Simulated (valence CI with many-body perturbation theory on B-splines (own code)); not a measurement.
## Level structure of Ru12+

Method: valence CI with perturbative core correlation (CI+MBPT): four valence electrons over a frozen Dirac-Fock core [Ar] 3d10, radial functions for each j: 11 s, 11 p, 9 d, 7 f, 5 g, 2 h, 1 i, with the one-electron correlation potential Σ1, the two-electron term Σ2, the three-electron term Σ3, Breit, model QED; selected CI, second order for the rest, scaled by the run's own slope (own B-spline code, finite nucleus).

No measured spectrum was set against this ion. As an estimate, levels hold to about 250 cm⁻¹ or 0.2 % of their energy and the worst to 1 %, as in measured heavy ions of charge 2 to 7; those with d or f electrons hold less well.

Levels 1 to 45 of 73, with energies above the lowest level, 4s²4p² ³P_0. "Leading %" is the weight of the configuration and term that name the level; weights of strongly mixed levels are sums over their largest components and can fall short. In the jj column 3d3/2^4 stands for four electrons in 3d with j = 3/2. Lifetimes count E1, E2, E3, M1 and M2 decay at the calculated energies, and are blank where another channel may lead or the interval is too uncertain; long ones can be off by a factor of two.

```
No.  Configuration  Term  J  E (eV)  Leading %                   Leading jj  Lifetime
  1         4s²4p²    ³P  0   0.000         86          4s^2 4p1/2^2 (92 %)          
  2         4s²4p²    ³P  1   3.223         98      4s^2 4p1/2 4p3/2 (98 %)   3.60 ms
  3         4s²4p²    ³P  2   4.636         61      4s^2 4p1/2 4p3/2 (89 %)   74.4 ms
  4         4s²4p²    ¹D  2   9.180         61          4s^2 4p3/2^2 (89 %)    967 μs
  5         4s²4p²    ¹S  0  13.302         85          4s^2 4p3/2^2 (91 %)    271 μs
  6          4s4p³   ⁵S°  2  29.982         91      4s 4p1/2^2 4p3/2 (47 %)   4.26 ns
  7          4s4p³   ³D°  1  36.654         75      4s 4p1/2^2 4p3/2 (57 %)    180 ps
  8          4s4p³   ³D°  2  36.956         73      4s 4p1/2 4p3/2^2 (62 %)    275 ps
  9          4s4p³   ³D°  3  38.250         93      4s 4p1/2 4p3/2^2 (93 %)    344 ps
 10          4s4p³   ³P°  0  41.760         94      4s 4p1/2 4p3/2^2 (94 %)    120 ps
 11          4s4p³   ³P°  1  42.239         76      4s 4p1/2 4p3/2^2 (71 %)    104 ps
 12          4s4p³   ³P°  2  42.760         52            4s 4p3/2^3 (40 %)    109 ps
 13          4s4p³   ¹D°  2  47.225         59            4s 4p3/2^3 (43 %)   66.5 ps
 14          4s4p³   ³S°  1  48.469         61      4s 4p1/2 4p3/2^2 (64 %)   14.7 ps
 15          4s4p³   ¹P°  1  53.606         58            4s 4p3/2^3 (67 %)   16.9 ps
 16        4s²4p4d   ³F°  2  55.469         91      4s^2 4p1/2 4d3/2 (85 %)    154 ps
 17        4s²4p4d   ³F°  3  57.328         92      4s^2 4p1/2 4d5/2 (64 %)    178 ps
 18        4s²4p4d   ³P°  2  60.269         42      4s^2 4p1/2 4d5/2 (78 %)   12.0 ps
 19        4s²4p4d   ³F°  4  60.291         98      4s^2 4p3/2 4d5/2 (98 %)          
 20        4s²4p4d   ³D°  1  61.558         53      4s^2 4p1/2 4d3/2 (81 %)   8.03 ps
 21        4s²4p4d   ¹D°  2  63.499         40      4s^2 4p3/2 4d3/2 (39 %)   10.3 ps
 22        4s²4p4d   ³P°  0  64.359         93      4s^2 4p3/2 4d3/2 (93 %)   11.3 ps
 23        4s²4p4d   ³P°  1  64.867         59      4s^2 4p3/2 4d3/2 (82 %)   9.30 ps
 24        4s²4p4d   ³D°  3  65.110         82      4s^2 4p3/2 4d5/2 (46 %)   7.65 ps
 25        4s²4p4d   ³D°  2  65.426         52      4s^2 4p3/2 4d5/2 (48 %)   8.84 ps
 26        4s²4p4d   ¹F°  3  69.730         90      4s^2 4p3/2 4d5/2 (47 %)   6.54 ps
 27        4s²4p4d   ¹P°  1  70.722         84      4s^2 4p3/2 4d5/2 (74 %)   9.68 ps
 28            4p⁴    ³P  2  74.183         61       4p1/2^2 4p3/2^2 (78 %)   53.6 ps
 29            4p⁴    ³P  0  77.409         60       4p1/2^2 4p3/2^2 (65 %)   43.6 ps
 30            4p⁴    ³P  1  78.153         76         4p1/2 4p3/2^3 (76 %)   45.7 ps
 31            4p⁴    ¹D  2  79.101         59         4p1/2 4p3/2^3 (75 %)   70.3 ps
 32        4s4p²4d    ⁵F  1  81.725         89      4s 4p1/2^2 4d3/2 (56 %)    825 ps
 33        4s4p²4d    ⁵F  2  82.274         81      4s 4p1/2^2 4d3/2 (33 %)    594 ps
 34        4s4p²4d    ⁵F  3  83.252         74  4s 4p1/2 4p3/2 4d3/2 (35 %)    471 ps
 35        4s4p²4d    ⁵F  4  84.825         82  4s 4p1/2 4p3/2 4d5/2 (78 %)   6.99 ns
 36        4s4p²4d    ⁵D  0  85.005         92  4s 4p1/2 4p3/2 4d3/2 (87 %)    628 ps
 37        4s4p²4d    ⁵D  1  85.236         88  4s 4p1/2 4p3/2 4d3/2 (76 %)    297 ps
 38        4s4p²4d    ⁵D  2  85.446         71  4s 4p1/2 4p3/2 4d3/2 (62 %)    175 ps
 39        4s4p²4d    ⁵D  3  85.776         55  4s 4p1/2 4p3/2 4d3/2 (46 %)    142 ps
 40        4s4p²4d    ⁵F  5  86.517         92  4s 4p1/2 4p3/2 4d5/2 (59 %)   5.93 ns
 41        4s4p²4d    ⁵D  4  86.639         62  4s 4p1/2 4p3/2 4d5/2 (48 %)   2.69 ns
 42            4p⁴    ¹S  0  86.865         56               4p3/2^4 (56 %)   53.1 ps
 43        4s4p²4d    ³F  2  87.621         87  4s 4p1/2 4p3/2 4d5/2 (38 %)    211 ps
 44        4s4p²4d    ³F  3  88.969         75  4s 4p1/2 4p3/2 4d5/2 (52 %)   93.1 ps
 45        4s4p²4d    ³P  2  90.326         72  4s 4p1/2 4p3/2 4d5/2 (61 %)   17.5 ps
```

Names give the largest LS component (configuration and term), which can be under half, so a name can repeat, a term be missing and a line seem to break the LS rules; names also repeat where a configuration has a term twice.

The ionisation energy to 4s²4p ²P°1/2 of the next ion comes out as 272.62 eV (NIST: 271 ± 3 eV (theoretical)). All 73 levels together are meant to be complete up to 101.741 eV.
